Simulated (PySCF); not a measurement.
C4H4, SMILES C1=CC=C1. Atoms are numbered in the order given.

```xyz
8

C      0.0000     0.6680     0.7839
C      0.0000     0.6680    -0.7839
C      0.0000    -0.6680     0.7839
C      0.0000    -0.6680    -0.7839
H      0.0000     1.4411     1.5536
H      0.0000     1.4411    -1.5536
H      0.0000    -1.4411     1.5536
H      0.0000    -1.4411    -1.5536
```

Geometry optimised at PBE0-D3(BJ)/def2-SVP.

Method: PySCF with B3LYP/pcJ-1.

Isotropic couplings with Fermi-contact, spin-dipole and both spin-orbit terms, one fixed conformer, no vibrational averaging. Isotopes: 13C, 1H.

```json
[
 {"pair": "C1–C2", "bonds apart": "1", "J (Hz)": "601.9"},
 {"pair": "C1–C3", "bonds apart": "1", "J (Hz)": "629.9"},
 {"pair": "C1–H5", "bonds apart": "1", "J (Hz)": "[?]"},
 {"pair": "C2–C4", "bonds apart": "1", "J (Hz)": "630.0"},
 {"pair": "C2–H6", "bonds apart": "1", "J (Hz)": "[?]"},
 {"pair": "C3–C4", "bonds apart": "1", "J (Hz)": "601.9"},
 {"pair": "C3–H7", "bonds apart": "1", "J (Hz)": "[?]"},
 {"pair": "C4–H8", "bonds apart": "1", "J (Hz)": "[?]"},
 {"pair": "C1–C4", "bonds apart": "2", "J (Hz)": "[?]"},
 {"pair": "C1–H6", "bonds apart": "2", "J (Hz)": "[?]"},
 {"pair": "C1–H7", "bonds apart": "2", "J (Hz)": "[?]"},
 {"pair": "C2–C3", "bonds apart": "2", "J (Hz)": "[?]"},
 {"pair": "C2–H5", "bonds apart": "2", "J (Hz)": "[?]"},
 {"pair": "C2–H8", "bonds apart": "2", "J (Hz)": "[?]"},
 {"pair": "C3–H5", "bonds apart": "2", "J (Hz)": "[?]"},
 {"pair": "C3–H8", "bonds apart": "2", "J (Hz)": "[?]"},
 {"pair": "C4–H6", "bonds apart": "2", "J (Hz)": "[?]"},
 {"pair": "C4–H7", "bonds apart": "2", "J (Hz)": "[?]"},
 {"pair": "C1–H8", "bonds apart": "3", "J (Hz)": "175.1"},
 {"pair": "C2–H7", "bonds apart": "3", "J (Hz)": "175.0"},
 {"pair": "C3–H6", "bonds apart": "3", "J (Hz)": "175.1"},
 {"pair": "C4–H5", "bonds apart": "3", "J (Hz)": "175.1"},
 {"pair": "H5–H6", "bonds apart": "3", "J (Hz)": "62.4"},
 {"pair": "H5–H7", "bonds apart": "3", "J (Hz)": "68.1"},
 {"pair": "H6–H8", "bonds apart": "3", "J (Hz)": "68.1"},
 {"pair": "H7–H8", "bonds apart": "3", "J (Hz)": "62.4"},
 {"pair": "H5–H8", "bonds apart": "4", "J (Hz)": "-78.4"},
 {"pair": "H6–H7", "bonds apart": "4", "J (Hz)": "-78.4"}
]
```

Task: Complete the blanks. (The exact figures need the calculation; the answer reports its results.)

Result: 
- C1–H5, J (Hz): 351.7
- C2–H6, J (Hz): 351.7
- C3–H7, J (Hz): 351.7
- C4–H8, J (Hz): 351.7
- C1–C4, J (Hz): -564.1
- C1–H6, J (Hz): -149.6
- C1–H7, J (Hz): -158.3
- C2–C3, J (Hz): -564.0
- C2–H5, J (Hz): -149.6
- C2–H8, J (Hz): -158.3
- C3–H5, J (Hz): -158.3
- C3–H8, J (Hz): -149.6
- C4–H6, J (Hz): -158.3
- C4–H7, J (Hz): -149.6
